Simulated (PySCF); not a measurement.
Isomers of H6B3N. Gas-phase values, no solvent. One relaxed conformer stands for each flexible species; it need not be the lowest. Strings in code marks are SMILES.

Level of theory: PBE-D3(BJ)/def2-TZVP // B3LYP-D3(BJ)/def2-TZVP run with PySCF. Excitations are Tamm–Dancoff values on a coarser integration grid. The basis has no diffuse functions, so Rydberg states are missing or too high.

```tsv
species	HOMO–LUMO gap (eV)	HOMO (eV)	S1–T1 gap (TDA) (eV)	S1 oscillator strength
`BBNB`	4.25	-6.91	…	0.009
`B(BB)N`	4.02	-6.36	0.73	0.007
`BB(B)N`	…	-6.10	…	0.053
`BN(B)B`	4.99	-7.63	…	0.000
```

Question: Complete the blanks.

Answer: 
- `BBNB`, S1–T1 gap (TDA) (eV): 0.86
- `BB(B)N`, HOMO–LUMO gap (eV): 2.75
- `BB(B)N`, S1–T1 gap (TDA) (eV): 1.11
- `BN(B)B`, S1–T1 gap (TDA) (eV): 0.37
